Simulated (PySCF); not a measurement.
## Bonding in CF2Cl-CCl3

CF2Cl-CCl3, C2Cl4F2.
Numbering: `[F:1][C:2]([F:3])([Cl:4])[C:5]([Cl:6])([Cl:7])[Cl:8]`

Cartesian coordinates in Å at the PBE0-D3(BJ)/def2-TZVP level; atoms count from 1:
```xyz
8
C2Cl4F2 angstrom
F      0.444    1.717   -0.107
C      0.679    0.423    0.098
F      1.133    0.278    1.340
Cl     1.908   -0.127   -1.033
C     -0.659   -0.370   -0.054
Cl    -1.798    0.276    1.127
Cl    -1.289   -0.144   -1.678
Cl    -0.368   -2.073    0.267
```

Bond orders from the PBE0/pcSseg-2 density (PySCF). Geometry: PBE0-D3(BJ)/def2-TZVP; no solvent, vibrations or thermal averaging.

**Question.** How far do the computed orders between heavy atoms stray from the drawn ones?

**Answer.** The largest departure is 0.105, at C2–C5 (drawn single, 0.895).

**Question.** Set the Mayer orders of the bonds beside their lengths.

**Answer.** 
```csv
bond,drawn as,length (Å),Mayer order
F1–C2,single,1.330,1.051
C2–F3,single,1.330,1.051
C2–Cl4,single,1.758,1.095
C2–C5,single,1.563,0.895
C5–Cl6,single,1.763,1.052
C5–Cl7,single,1.757,1.080
C5–Cl8,single,1.757,1.080
```

Bonds between the same two heavy elements. C–F: all 2 within 0.02 of one another (1.051 to 1.051). C–Cl: lowest C5–Cl6 (1.052, 1.763 Å), highest C2–Cl4 (1.095, 1.758 Å).

**Question.** Sum the orders of all bonds at each heavy atom with more than one neighbour and set the sums beside the valence in the SMILES.

**Answer.** C2 4.092 (drawn 4), C5 4.107 (drawn 4). Orders between atoms that aren't bonded are not in these sums.

Mayer orders depend on the basis set.

The run behind these numbers computed NMR shieldings as well. Hardware: an Arm Neoverse V1 with one thread, shared host. Cost: 62 s (grids of density and orbitals included), 1.4 GiB resident at most.
